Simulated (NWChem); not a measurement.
Molecule: RbI; SMILES [Rb][I]

Results from NWChem. def2 effective core potentials on Rb, I; no spin-orbit coupling. Each level has its own optimisation; frequencies are unscaled.

For level B3LYP/3-21G (all-electron, non-relativistic):

```yaml
r I–Rb (Å): 3.398
highest harmonic frequency (cm⁻¹): 118
```

Question: Estimate the same quantities for level CAM-B3LYP/def2-SVP (core potentials).

Answer: The r I–Rb (Å) is 3.229 and the highest harmonic frequency (cm⁻¹) is 139.
